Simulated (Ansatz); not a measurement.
Ansatz results at the PBE0-D4/def2-TZVP geometry: HOMO–LUMO gap (PBE/def2-TZVPP) 4.55 eV; HOMO–LUMO gap (B3LYP/def2-TZVPP) 6.27 eV; HOMO–LUMO gap (PBE0/def2-TZVPP) 6.63 eV.

Each molecule was computed in one conformer, which needn't be the lowest.

(1) Which molecule gave them?
A. `B[SiH2]OC[SiH3]`
B. `CN=C=C=O`
C. `N=C(O)CS`
D. `CB(O)[SiH2][SiH3]`

Results:

(1) D. The others give `B[SiH2]OC[SiH3]`: 2.91, 4.89, 5.29; `CN=C=C=O`: 1.10, 2.91, 3.31; `N=C(O)CS`: 5.36, 7.02, 7.57.

B3LYP here is the variant with VWN-RPA as its local correlation; programs differ in this.
